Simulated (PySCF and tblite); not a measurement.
The numbers below are computed, except where a source is named.
System: C5H8AsO2 (charge -1), numbered as in [O:1]=[C:2]([O-:3])[C@@H:4]1[CH2:5][CH2:6][CH2:7][AsH:8]1.

Motion: inversion of the 5-membered ring (4–5–6–7–8). GFN2-xTB gives an electronic barrier of 9.1 kcal/mol and a reaction energy of 1.8 kcal/mol.

The ion is treated without a counter-ion. Spin–orbit effects of heavy atoms on shieldings are missing.

PBE0/pcSseg-1 + D3(BJ) on GFN2-xTB geometries gives 7.7 kcal/mol and k(298 K) = 1.2×10⁷ s⁻¹.

**Question.** What does PBE0/pcSseg-1 give on GFN2-xTB geometries?

**Answer.** A barrier of 7.2 kcal/mol, 0.5 below the first DFT barrier (from unrounded values), a reaction energy of 2.2 kcal/mol and, with GFN2-xTB thermal terms, ΔG‡(298 K) = 7.3 kcal/mol and k = 2.9×10⁷ s⁻¹ (1 equivalent path).

Programs: tblite and PySCF.
